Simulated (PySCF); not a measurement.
## Static response to an electric field

C₆H₁₃P.
SMILES with atom numbers: `[H]/[P:4]=[C:3](\[CH2:2][CH3:1])[CH:5]([CH3:6])[CH3:7]` (hydrogens: H8, H9, H10 on C1; H11, H12 on C2; H13 on P4; H14 on C5; H15, H16, H17 on C6; H18, H19, H20 on C7)

Structure used (GFN2-xTB), in Å, numbered top down from 1:
```xyz
20
C6H13P angstrom
C     -1.930    0.168   -1.284
C     -1.354    0.255    0.132
C     -0.281   -0.771    0.356
P     -0.603   -2.404    0.603
C      1.161   -0.339    0.360
C      1.461    0.530    1.586
C      1.549    0.391   -0.926
H     -2.321   -0.831   -1.472
H     -1.165    0.379   -2.026
H     -2.739    0.886   -1.404
H     -0.958    1.258    0.297
H     -2.167    0.096    0.845
H     -2.003   -2.307    0.560
H      1.775   -1.245    0.437
H      1.183    0.004    2.496
H      2.523    0.760    1.628
H      0.909    1.467    1.547
H      0.994    1.320   -1.030
H      2.611    0.629   -0.913
H      1.349   -0.237   -1.792
```

Level: PBE0/def2-SVPD (PySCF), static field, nuclei fixed, core orbitals frozen in the response. The polarisability tensor in these axes (au):

```
x   101.24   8.72   3.78
y     8.72 111.42  -6.92
z     3.78  -6.92  89.24
```

Question: Diagonalise the tensor; give its mean and Δα, where Δα² is half the sum of the squared differences of the eigenvalues.

Answer: Principal values 84.76, 100.05 and 117.09 au; mean 100.63 au = 14.91 Å³ = 16.59 × 10⁻⁴⁰ C²·m²/J; Δα = 28.01 au (28 % of the mean).

Question: What is the dipole moment, and where does it point?

Answer: (-0.05, 1.84, -0.33) D, 1.87 D in size, pointing from the negative to the positive side. Measured along this direction, the outermost atoms are P4 at the negative end and H18 at the positive end.

Question: Sum over states: ᾱ = Σ f/ω², ω in Eh. What share falls to these 8 lowest TDDFT singlets (eV, f)? 4.78, 0.0089; 5.12, 0.2468; 6.07, 0.0004; 6.26, 0.0241; 6.52, 0.0030; 6.73, 0.0171; 7.16, 0.0019; 7.24, 0.0598.

Answer: They add up to 8.93 au, 8.9 % of the 100.63 au; the largest single term is 6.97 au, from the state at 5.12 eV. Terms in order: 0.29, 6.97, 0.01, 0.46, 0.05, 0.28, 0.03, 0.84 au. Higher excitations give the rest. The strengths listed sum to 0.362.

Question: Directions of the eigenvectors, and the extent of the frame along each?

Answer: Largest value along (0.45, 0.88, -0.16), where the nuclei span 4.88 Å; middle along (0.81, -0.32, 0.49), 5.79 Å; least along (-0.38, 0.35, 0.86), 3.82 Å. The strongest response doesn't lie along the longest of the three spans.

Question: Find the Langevin capture rate constant for NH4+ (18.034 u) meeting this molecule (116.075 u), k = 2.342 × 10⁻⁹ cm³/s × √(α in Å³ / reduced mass in u).

Answer: The reduced mass is 15.61 u, so k = 2.29 × 10⁻⁹ cm³/s. The formula leaves out the permanent dipole, which adds to the capture rate.

Question: Molar refractivity from α?

Answer: Lorentz–Lorenz: R = (4π/3)N_A α = 2.5225 cm³/(mol·Å³) × 14.91 Å³ = 37.6 cm³/mol, in the limit of long wavelengths.

Question: What are the principal values of the traceless quadrupole moment, Θ = ½Σq(3rr − r²1), about the centre of nuclear charge?

Answer: -4.42, -0.53, 4.95 D·Å. The values depend on the origin, since the dipole doesn't vanish. The electronic extent ⟨r²⟩ about the same centre is 1099 bohr², a root-mean-square distance of 2.19 Å for the 64 electrons.

The structure is a single GFN2-xTB conformer in the gas phase; no vibrational or solvent corrections.

The run behind these numbers computed excited states as well. Cost: about 2 min of CPU time on one thread; the machine was shared, so the figure is rough.
